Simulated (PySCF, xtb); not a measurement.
CH3BeFO, SMILES C[O][Be][F].

GFN2-xTB (xtb 6.7.1) at its own geometry gives an orbital gap of 8.35 eV and a dipole moment of 3.10 D.

Coordinates come from a PBE-D3(BJ)/def2-TZVP optimisation. Other conformers were not sampled.

Q: What does M06-2X/def2-TZVPD run with PySCF give? (The exact figures need the calculation; the answer reports its results.)

A: gap 9.89 eV (levels -10.15 and -0.26 eV), dipole 2.42 D.
